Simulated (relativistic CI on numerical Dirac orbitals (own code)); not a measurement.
**Spin-allowed bands of a d3 ion in an octahedral site, by hand**

Problem. Take Δ = 9850 cm⁻¹ and B = 790 cm⁻¹ for a d3 ion in an octahedral site. Calculate the three spin-allowed bands.

Working.
1. The terms of highest spin are 4F (energy 0) and 4P (15B = 11850 cm⁻¹). Here the F term splits into A2 at −1.2Δ = -11820, T2 at −0.2Δ = -1970 and T1 at +0.6Δ = 5910 cm⁻¹.
2. The two T1 states mix through the element 0.4Δ: H = [[5910, 3940], [3940, 11850]], with roots ½(H₁₁ + H₂₂) ∓ ½√[(H₂₂ − H₁₁)² + 4H₁₂²] = ½(17760) ∓ ½(9868) = 3946 and 13814 cm⁻¹.
3. The ground term is 4A2 at -11820 cm⁻¹.
4. Bands: 4T2 9850 cm⁻¹ (1015 nm), 4T1(F) 15766 cm⁻¹ (634 nm), 4T1(P) 25634 cm⁻¹ (390 nm).

Check. Exact diagonalisation of the whole d3 shell with these parameters gives 4T2 9850, 4T1 15766, 4T1 25634 cm⁻¹. The match is exact, since without spin-orbit coupling no other term has this spin. The ratio of the second band to the first, 1.601, depends on Δ/B = 12.5 alone, which is how a Tanabe-Sugano diagram is read.
